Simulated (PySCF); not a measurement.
Cost against size for one kind of job: PBE0-D3(BJ)/def2-SVP geometry optimisation, gas phase (PySCF); work: geometry optimisation from a GFN2-xTB start. Hardware: an Arm Neoverse V1 with one thread (shared host). Other jobs ran on the host; a repeat could differ by tens of per cent or more.

```
      species (SMILES)  atoms  electrons  basis functions  SCF cycles  gradient evaluations  wall time
                C#CC#C      6         26               66          17                     3      3.1 s
            C#CCC#[O+]      8         34               85          37                     5      9.8 s
          C#CC(=C)[O-]      8         36               85          35                     5       10 s
    [PH3]->[Pt]<-[PH3]      9        114               98          28                     4       16 s
               B1SCCS1     10         54              103          25                     4       14 s
             COB(OC)OC     16         56              143          32                     5          ?
C[Si@H](Br)C#[C][GeH3]     13        106              159          48                     7    1.8 min
     CC(C)C1=CC(=O)CC1     21         68              186          55                     8    2.4 min
  C=C[B-](C=C)(C=C)C=C     21         66              186          51                     7    2.2 min
```

Task: Estimate the withheld figures.

Result: `COB(OC)OC`: 38 s.

Task: With all rows, how does the wall time grow with the number of basis functions N?

Result: A straight line through log(time) against log(N) has slope 3.6 between N = 66 and 186, and the rows scatter about it by a factor of about 1.2 (standard error of the fit). This is a fit to these rows, whose iteration counts differ, not the method's formal scaling.
